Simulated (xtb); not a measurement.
In(H)2(OAc) (C2H5InO2), SMILES CC([O][InH2])=O. All values are semi-empirical tight-binding results from xtb (GFN2-xTB unless named), good for trends rather than for accurate numbers. Coordinates come from a GFN2-xTB optimisation.

Optimised geometry:

```xyz
10

In     0.0829    -0.1976     0.9723
H     -1.3674    -0.0664     1.8193
H      1.6579    -0.5951     1.4201
O      0.1256     1.2415    -0.6928
C     -0.1348     0.3053    -1.4903
C     -0.2380     0.5987    -2.9597
O     -0.2976    -0.8745    -1.0872
H     -0.9843    -0.0477    -3.4133
H      0.7272     0.3871    -3.4171
H     -0.4807     1.6462    -3.1133
```

For metal compounds this method's bond lengths and energies can be far off.

The orbital gap is 5.10 eV and the zero-point energy is 37.8 kcal/mol. The G − E(el) at 298.15 K (modified RRHO) comes out as 17.4 kcal/mol.

**Question.** Give the atomic charges and the Wiberg bond orders between heavy atoms. (Estimate from the structure and the level; the computed values follow.)

**Answer.** charges (e) In1 0.28, H2 -0.02, H3 -0.02, O4 -0.37, C5 0.39, C6 -0.14, O7 -0.38, H8 0.08, H9 0.09, H10 0.08. Bond orders In1–O4 0.53, O4–C5 1.43, C5–C6 0.99, In1–O7 0.53, C5–O7 1.43.
